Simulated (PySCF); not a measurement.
SMILES Cc1cccc(C(C)C)c1 (C10H14), GFN2-xTB optimised geometry.

```
24

C     -2.46     1.94     0.02
C     -1.73     0.63     0.00
C     -2.42    -0.57     0.00
C     -1.74    -1.77     0.00
C     -0.36    -1.79     0.00
C      0.36    -0.60     0.00
C      1.87    -0.60     0.00
C      2.41    -1.27     1.26
C      2.42    -1.29    -1.25
C     -0.34     0.60     0.00
H     -2.72     2.20     1.05
H     -3.38     1.88    -0.55
H     -1.84     2.74    -0.38
H     -3.50    -0.56     0.00
H     -2.29    -2.70     0.00
H      0.16    -2.74     0.00
H      2.21     0.44    -0.01
H      2.12    -2.32     1.30
H      3.50    -1.22     1.28
H      2.03    -0.78     2.15
H      3.50    -1.22    -1.28
H      2.02    -0.81    -2.15
H      2.14    -2.34    -1.27
H      0.21     1.53     0.00
```

Density from PBE/def2-SVP (PySCF) at that geometry.

Minimum of the electron density along straight lines between bonded atoms, close to the bond critical point (lines longer than 1.1 times the sum of covalent radii, or with two minima, are not listed):

| bond | length / Å | ρ at the minimum / e bohr⁻³ | ∇²ρ there / e bohr⁻⁵ | position (fraction from the first atom) |
|---|---|---|---|---|
| C1–C2 | 1.499 | 0.252 | -0.57 | 0.50 |
| C2–C3 | 1.388 | 0.308 | -0.75 | 0.50 |
| C3–C4 | 1.383 | 0.310 | -0.77 | 0.50 |
| C4–C5 | 1.383 | 0.310 | -0.76 | 0.50 |
| C5–C6 | 1.389 | 0.306 | -0.75 | 0.50 |
| C6–C7 | 1.510 | 0.251 | -0.56 | 0.51 |
| C7–C8 | 1.530 | 0.239 | -0.51 | 0.50 |
| C7–C9 | 1.530 | 0.239 | -0.51 | 0.50 |
| C2–C10 | 1.388 | 0.308 | -0.75 | 0.50 |
| C6–C10 | 1.388 | 0.307 | -0.75 | 0.50 |
| C1–H11 | 1.091 | 0.271 | -0.97 | 0.63 |
| C1–H12 | 1.088 | 0.274 | -0.99 | 0.63 |
| C1–H13 | 1.087 | 0.274 | -0.99 | 0.63 |
| C3–H14 | 1.081 | 0.280 | -1.03 | 0.63 |
| C4–H15 | 1.081 | 0.280 | -1.04 | 0.63 |
| C5–H16 | 1.080 | 0.280 | -1.03 | 0.63 |
| C7–H17 | 1.096 | 0.274 | -0.97 | 0.62 |
| C8–H18 | 1.087 | 0.274 | -0.99 | 0.63 |
| C8–H19 | 1.088 | 0.274 | -0.98 | 0.63 |
| C8–H20 | 1.088 | 0.275 | -0.99 | 0.63 |
| C9–H21 | 1.088 | 0.274 | -0.98 | 0.63 |
| C9–H22 | 1.088 | 0.275 | -0.99 | 0.63 |
| C9–H23 | 1.087 | 0.274 | -0.99 | 0.63 |
| C10–H24 | 1.082 | 0.279 | -1.02 | 0.63 |
